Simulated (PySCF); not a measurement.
(OH)3Ti-O-SiH3 (singlet state).
Structure used (PBE0-D3(BJ)/def2-SVP), in Å, numbered top down from 1:
```xyz
12
H6O4SiTi angstrom
Ti     0.733   -0.139    0.674
O      2.028    1.044    0.373
O      0.159    0.056    2.349
O      1.384   -1.784    0.467
O     -0.619    0.119   -0.476
Si    -1.791    0.335   -1.621
H      2.377    1.740    0.939
H      0.057   -0.579    3.063
H      2.263   -2.081    0.216
H     -2.085   -0.959   -2.310
H     -1.342    1.332   -2.639
H     -3.049    0.833   -0.984
```

A calculation gives these core lines: O 1s: 536.93 (area 1), 537.78 (area 3) eV; Si 1s: 1847.03 eV; Si 2p3/2: 107.08 eV; Ti 2p3/2: 463.44 eV.

Level of theory: delta-SCF UKS SCAN, pcX-2 on the ionised atom (unc-x2c-TZVPall on a metal), pcseg-1 elsewhere, spin-free X2C (PySCF 2.14.0). Geometry: PBE0-D3(BJ)/def2-SVP; no solvent, vibrations or thermal averaging. Metal 2p energies of this one-determinant scheme are less reliable than its 1s energies.

Problem. Which oxygen gives which O 1s line?

Solution. 536.93 eV: O5 (oxygen bonded to Si and Ti); 537.78 eV: O2/O3/O4 (oxygen bonded to Ti and H). Lowest listed O 1s: O5, bonded to Si and Ti. Highest, 0.85 eV above it: O2/O3/O4, bonded to H and Ti.

Bonded neighbours of each site: Ti1: 4 O; O2/O3/O4: H and Ti; O5: Si and Ti; Si6: O and 3 H.

Problem. Express the binding energy of Si 1s of Si6 in atomic units and per mole.

Solution. 1847.03 eV = 67.8771 Eh = 178211 kJ/mol.

Topologically equivalent atoms share the value of their first member; where this conformer doesn't relate them by symmetry, their own values could differ. 2p3/2 and 2p1/2 are the ΔSCF energy of one spin-free 2p hole plus the eigenvalues of a spin–orbit and ligand-field matrix of the shell. 2p1/2 minus 2p3/2 (ligand field included): Ti 5.72 eV, Si 0.62 eV. Satellites of the metal's 2p lines aren't described.
